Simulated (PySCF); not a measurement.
**Magnetic susceptibility: `C=C[P@H+](C)c1cccnc1`, [C₈H₁₁NP]+, charge +1**

Geometry:
```csv
atom,x (Å),y (Å),z (Å)
C1,-2.841,1.549,0.058
C2,-2.016,0.712,0.673
P3,-1.037,-0.517,-0.189
C4,-1.418,-2.171,0.422
C5,0.715,-0.132,-0.056
C6,1.182,1.076,-0.584
C7,2.527,1.373,-0.462
C8,3.348,0.453,0.186
N9,2.902,-0.686,0.683
C10,1.628,-0.983,0.572
H11,-3.408,2.283,0.608
H12,-2.991,1.532,-1.010
H13,-1.867,0.732,1.747
H14,-1.397,-0.447,-1.521
H15,-0.824,-2.917,-0.107
H16,-1.202,-2.223,1.491
H17,-2.478,-2.372,0.265
H18,0.502,1.759,-1.076
H19,2.931,2.291,-0.857
H20,4.406,0.636,0.312
H21,1.327,-1.931,0.998
```

Total charge +1.

Theory: GIAO PBE0/pcSseg-1 magnetisability, rotational g tensor and spin-rotation constants, non-relativistic, gas phase in PySCF 2.14.0. Geometry: GFN2-xTB.

For an ion the centre-of-mass motion in the field is neglected.

(1) What are the magnetisability and the molar susceptibility?

(2) Split it along the inertial axes a, b, c into diamagnetic and paramagnetic parts about the centre of mass, with the quadrupole moment.

(3) And the rotational g tensor?

Answers

(1) Isotropic -1524 × 10⁻³⁰ J/T², or -91.8 × 10⁻⁶ cm³/mol; principal values -2149, -1254, -1169 × 10⁻³⁰ J/T², anisotropy 940 × 10⁻³⁰ J/T² (root of half the summed squared differences of the principal values). The susceptibility is in cgs units.

(2) 
| axis | χ (10⁻⁶ cm³/mol) | diamagnetic (10⁻⁶ cm³/mol) | paramagnetic (10⁻⁶ cm³/mol) | summed x² of all electrons (Å²) | quadrupole Θ (D Å) |
| --- | --- | --- | --- | --- | --- |
| a | -75.8 | -701.6 | 625.8 | 361.8 | +16.50 |
| b | -76.7 | -1673.3 | 1596.6 | 132.7 | +0.79 |
| c | -122.8 | -2098.0 | 1975.2 | 32.6 | -17.28 |

Anisotropies 2χaa − χbb − χcc = +47.8 and 2χbb − χaa − χcc = +45.3 × 10⁻⁶ cm³/mol. Θ is traceless in Buckingham's convention.

(3) 
```csv
axis,rotational constant (GHz),g,nuclear part,electronic part
a,2.1640,-0.0232,0.6130,-0.6362
b,0.7535,-0.0045,0.5606,-0.5652
c,0.5979,+0.0124,0.5672,-0.5548
```
Asymmetric top; isotopes 12C, 1H, 14N, 31P; no vibrational averaging.
